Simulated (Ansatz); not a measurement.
Total energies of the cluster Hg3⁺ (the lowest doublet isomer of a short search) from Ansatz at PBE/def2-TZVP, gas phase (1 Eh = 27.2114 eV = 2625.5 kJ/mol). The reference geometry is relaxed at PBE/def2-TZVP.

```tsv
atom	x (Å)	y (Å)	z (Å)
Hg1	-0.0051	-0.0007	0.0013
Hg2	0.0234	-2.5888	-1.2571
Hg3	-0.0183	2.5894	1.2559
```

| state | geometry | energy (Eh) |
| --- | --- | --- |
| charge 1 doublet | reference | -460.38318 |
| charge 0 singlet | reference | -460.66104 |
| charge 1 quartet | relaxed at PBE/def2-TZVP | -460.19539 |

In the def2 sets Hg takes a core potential; there is no spin–orbit coupling.

(1) Work out the vertical electron affinity, to the singlet.

(2) Which of the charge 1 states is lowest, and how far above it are the others?

(1) E(charge 1 doublet) − E(charge 0 singlet) = -460.38318 − (-460.66104) = 0.27786 Eh = 7.56 eV.

(2) The doublet. quartet: -460.19539 − (-460.38318) = 0.18779 Eh = 493.0 kJ/mol.

The structure comes from a short search, and lower isomers may exist.
